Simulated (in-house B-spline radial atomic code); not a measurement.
Ionisation energies with and without relativity, with size and susceptibility from the Dirac run. Dirac energy differences include first-order Breit, QED and recoil terms. NIST's values go from ground level to ground level; the uncertainty of those that are theory runs from under 0.1 % in few-electron ions to several per cent in heavy many-electron ones. Computed with a radial B-spline atomic code at the basis-set limit: non-relativistic Hartree-Fock and Dirac-Hartree-Fock, averages of the configuration (point nuclei without relativity, finite nuclei with it).

| ion | configuration | configuration after | ionisation non-relativistic (eV) | ionisation Dirac Breit and QED (eV) | tabulated value (eV) | tabulated kind | radius at density 0.001 (bohr) | diamagnetic susceptibility (10⁻⁶ cm³/mol) |
| --- | --- | --- | --- | --- | --- | --- | --- | --- |
| As | [Ar] 3d10 4s2 4p3 | [Ar] 3d10 4s2 4p2 | 8.391 | 8.356 | 9.78855 | measured | 4.409 | -32.982 |
| Se | [Ar] 3d10 4s2 4p4 | [Ar] 3d10 4s2 4p3 | ? | ? | ? | measured | ? | ? |
| Br | [Ar] 3d10 4s2 4p5 | [Ar] 3d10 4s2 4p4 | 11.565 | 11.531 | 11.81381 | measured | 4.149 | -31.76 |
| Kr | [Ar] 3d10 4s2 4p6 | [Ar] 3d10 4s2 4p5 | 13.268 | 13.235 | 13.99961 | measured | 4.017 | -30.971 |
| Rb | [Kr] 5s1 | [Ar] 3d10 4s2 4p6 | 3.742 | 3.799 | 4.177128 | measured | 4.441 | -52.903 |
| Sr | [Kr] 5s2 | [Kr] 5s1 | ? | ? | ? | measured | ? | ? |
| Zr | [Kr] 4d2 5s2 | [Kr] 4d2 5s1 | 5.440 | 5.600 | 6.634126 | measured | 5.153 | -54.626 |
| Nb | [Kr] 4d4 5s1 | [Kr] 4d4 | ? | ? | ? | measured | ? | ? |
| Mo | [Kr] 4d5 5s1 | [Kr] 4d5 | 5.337 | 5.610 | 7.09243 | measured | 4.707 | -46.177 |
| Tc | [Kr] 4d5 5s2 | [Kr] 4d5 5s1 | 6.136 | 6.392 | 7.11938 | measured | 4.846 | -48.727 |
| Ru | [Kr] 4d7 5s1 | [Kr] 4d7 | 5.601 | 5.933 | 7.3605 | measured | 4.512 | -42.904 |
| Rh | [Kr] 4d8 5s1 | [Kr] 4d8 | 5.712 | 6.074 | 7.4589 | measured | 4.429 | -41.476 |

**Question.** Fill in the row of Se.

**Answer.** ionisation non-relativistic (eV): 9.940; ionisation Dirac Breit and QED (eV): 9.906; tabulated value (eV): 9.752368; radius at density 0.001 (bohr): 4.283; diamagnetic susceptibility (10⁻⁶ cm³/mol): -32.466.

**Question.** Fill in the row of Sr.

**Answer.** ionisation non-relativistic (eV): 4.678; ionisation Dirac Breit and QED (eV): 4.748; tabulated value (eV): 5.694867; radius at density 0.001 (bohr): 5.328; diamagnetic susceptibility (10⁻⁶ cm³/mol): -58.862.

**Question.** Fill in the row of Nb.

**Answer.** ionisation non-relativistic (eV): 5.176; ionisation Dirac Breit and QED (eV): 5.420; tabulated value (eV): 6.75885; radius at density 0.001 (bohr): 4.82; diamagnetic susceptibility (10⁻⁶ cm³/mol): -48.096.
